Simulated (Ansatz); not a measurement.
The same path of Cl2H4HfN2 + H2 (11 atoms, charge 0, multiplicity 1) was run 3 times with different band settings. Lost on the way: H10–H11. Made: Hf1–H10, N2–H11.

Method: RKS PBE0/def2-SVP (Ansatz).

Relaxed end points:

```xyz
11
Properties=species:S:1:pos:R:3
Hf -0.091 0.174 0.073
N -0.173 0.302 2.081
H -0.632 1.023 2.631
H 0.257 -0.368 2.717
Cl 2.169 0.365 -0.641
N -1.099 1.787 -0.561
H -2.087 1.810 -0.806
H -0.690 2.697 -0.769
Cl -1.256 -1.767 -0.651
H 1.892 -2.198 1.385
H 1.256 -2.612 1.453
```

```xyz
11
Properties=species:S:1:pos:R:3
Hf 0.043 -0.469 -0.224
N 0.593 0.140 2.037
H -0.253 0.195 2.606
H 1.118 1.008 2.162
Cl 2.431 -0.301 -0.435
N -1.160 1.153 -0.061
H -1.885 1.321 -0.760
H -1.104 1.972 0.539
Cl -0.784 -1.379 -2.246
H -0.618 -1.824 0.856
H 1.165 -0.603 2.441
```

Common settings: movable images 5; climbing image yes; optimiser quadratic models (default); force threshold 0.05 eV/Å; iteration limit 60; end points relaxed.

| run | spring | start path |
| --- | --- | --- |
| 1 | 5.0 eV/Å² | through a guess of the saddle point |
| 2 | 50.0 eV/Å² | through a guess of the saddle point |
| 3 | 5.0 eV/Å² | straight line |

What does each run give, and how far can it be trusted?

Run 1: converged after 30 iterations, highest image 0.905 eV above the first end. A vibrational analysis at the climbing image gives one clearly imaginary mode, 1064i cm⁻¹: a first-order saddle point.
Run 2: converged after 34 iterations, highest image 0.905 eV above the first end. The profile has 2 maxima (images 2, 4) with wells between them (image 3): this band takes more than one step, which may be the mechanism or a detour left from its start path. Another band between the same ends (5 images) ends at a top of the same energy, where a vibrational analysis finds 1 clearly imaginary mode.
Run 3: converged after 46 iterations, highest image 0.905 eV above the first end. Another band between the same ends (5 images) ends at a top of the same energy, where a vibrational analysis finds 1 clearly imaginary mode.
The orbitals stay closed-shell, which can raise the energy where a bond breaks towards radicals; this wasn't checked here.
